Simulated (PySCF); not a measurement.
## Chlorine: a sound run and one with changed settings

Sound run: Cl(2+) [Ne] 3s2 3p3, Cl(3+) [Ne] 3s2 3p2. Computed with PySCF 2.14 in def2-SVP, with no relativity, point nucleus. In the sound run the correlated levels freeze [Ne]. The sound run starts from symmetry-adapted Hartree-Fock orbitals and uses a fine grid where one is needed.

Changed run: initial guess atom, at most 50 SCF cycles.

```csv
species,method,sound run (hartree),changed run (hartree),converged
Cl(2+),UHF,-458.05079,-458.05079,yes
Cl(2+),LDA,-457.12105,-457.12105,yes
Cl(2+),CCSD(T),-458.14333,-458.14333,yes
Cl(3+),M06-2X,-457.17060,-457.17060,yes
Cl(3+),MP2,-456.67711,-456.67711,yes
```

Here the plain start reaches the same solutions.
